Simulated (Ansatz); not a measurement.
Species: sum formula SiHF2, net charge -1, singlet state. It need not be the lowest isomer of its formula. Whether it binds its extra electron was not tested at this geometry. 
Geometry from a B3LYP-D3(BJ)/def2-TZVP (Ansatz, a first-principles code) optimisation:
```
Si
F 1 1.6939
F 1 1.6939 2 97.69
H 1 1.5773 2 95.35 3 -96.15
```
Charge -1, spin multiplicity 1.

Basis-set convergence of Hartree-Fock and CCSD correlation energies (hartree) with Ansatz. Cores are frozen in the correlated levels unless marked. Spin-orbit coupling is left out. No relativistic terms.

| basis | functions | E(HF) | E(corr, CCSD) |
|---|---|---|---|
| aug-cc-pV(D+d)Z | 87 | -488.53063 | -0.54202 |
| aug-cc-pV(T+d)Z | 170 | ? | ? |

Q: Fill in the missing entries.

A: 
- aug-cc-pV(T+d)Z, E(HF): -488.59761
- aug-cc-pV(T+d)Z, E(corr, CCSD): -0.66554
